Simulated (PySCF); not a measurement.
# [HgI2]-: bending curve

Method: UPBE in PySCF with Hg def2-SVPD with ECP60, I def2-SVPD with ECP28; scalar-relativistic core potentials, no spin–orbit coupling; density-fitted integrals.

Rigid scan from the doublet minimum (Hg–I 3.042 Å (×2); I–Hg–I 180.0°). Coordinate: the I–Hg–I angle, bonds fixed. Energies in kJ/mol from the minimum.

Q: Predict the curve at 80, 90, 100, 110, 120, 130, 140, 150, 160, 170, 180.

A: 
```csv
bond angle (°),E (kJ/mol),"dipole size (D, about the centre of mass)",⟨S²⟩
80,58.4,4.27,0.75
90,38.3,3.98,0.75
100,26.2,3.66,0.75
110,18.2,3.31,0.75
120,11.6,2.93,0.75
130,6.9,2.51,0.75
140,4.1,2.07,0.75
150,2.4,1.59,0.75
160,0.9,1.08,0.75
170,0.3,0.55,0.75
180,0.0,0.00,0.75
```

No spin–orbit coupling is included, which matters more the heavier the element.

The scan took about 2.1 core-minutes on a shared host.
